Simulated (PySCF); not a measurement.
Steps of a relaxation of [Dy(HCN)]3+

[Dy(HCN)]3+ (singlet in the valence; each metal's 4f electrons, 9 of them, lie in its core potential, out of spins and levels). PySCF 2.14.0, RKS PBE0, Dy lcecp-1-SVP with ECP55, N def2-SVP, C def2-SVP, H def2-SVP; non-relativistic Hamiltonian with scalar-relativistic core potentials where named; density fitting; no spin-orbit coupling. Origin of the start: template. Columns: position (Å) and force (eV/Å). Energies are counted from the last step; some of the 8 steps are shown. Forces carry noise of the integration grid, about 0.01 to 0.03 eV/Å.

Run from Python with OMP_NUM_THREADS=2. Where DIIS fails, smearing, a level shift and second-order steps follow.
It took 37 s on 2 threads of Intel(R) Xeon(R) Processor @ 2.50GHz (Skylake/Cascade Lake) (shared host), from the converged density of the start.

```xyz
4
step 0  E = 0.457 eV
Dy    0.0000    0.0000   -0.4394     0.00    0.00    2.29
N     0.0000    0.0000    2.0681     0.00    0.00   -2.31
C     0.0000    0.0000    3.2281     0.00    0.00   -1.47
H     0.0000    0.0000    4.2981     0.00    0.00    1.49
```

```xyz
4
step 2  E = 0.054 eV
Dy    0.0000    0.0000   -0.1756     0.00    0.00   -1.25
N     0.0000    0.0000    1.9532     0.00    0.00    0.77
C     0.0000    0.0000    3.1182     0.00    0.00    1.14
H     0.0000    0.0000    4.2591     0.00    0.00   -0.66
```

```xyz
4
step 5  E = 0.000 eV
Dy    0.0000    0.0000   -0.2278     0.00    0.00   -0.01
N     0.0000    0.0000    1.9775     0.00    0.00   -0.03
C     0.0000    0.0000    3.1439     0.00    0.00    0.06
H     0.0000    0.0000    4.2613     0.00    0.00   -0.03
```

**Question.** Where does the relaxation end?

**Answer.** It converges at step 7 in C∞v:
```xyz
4
step 7  E = 0
Dy    0.0000    0.0000   -0.2280
N     0.0000    0.0000    1.9777
C     0.0000    0.0000    3.1443
H     0.0000    0.0000    4.2609
```

**Question.** How did the contacts change?

**Answer.** 
```tsv
contact	start (Å)	end (Å)
Dy1–N2 (HCN)	2.507	2.206
```


An lcecp potential fixes the number of 4f electrons, so in runs with it no electron can move into or out of that shell.
